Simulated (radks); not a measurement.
Values are calculated unless marked as measured or tabulated.
All-electron atom: Mg+ in [Ne] 3s1. Level of theory: scalar-relativistic Kohn-Sham, BLYP, spin-polarised, spherical densities, finite nucleus; open shells are filled with parallel spins first; Fermi nuclear charge, rms radius 3.057 fm (a radial shooting solver on a logarithmic mesh with Libxc functionals). Some entries of the table are withheld. Estimate them.

orbital  occ.  eigenvalue (eV)  r(max) (bohr)
1s up       1              (1)        0.08506
1s down     1              (2)        0.08506
2s up       1         -88.6708         0.5461
2s down     1         -88.5420         0.5463
2p up       3         -55.6138         0.4770
2p down     3         -55.4795         0.4770
3s up       1         -11.8419          2.325

Answer. 
(1) 1s up eigenvalue (eV): -1269.896
(2) 1s down eigenvalue (eV): -1269.807
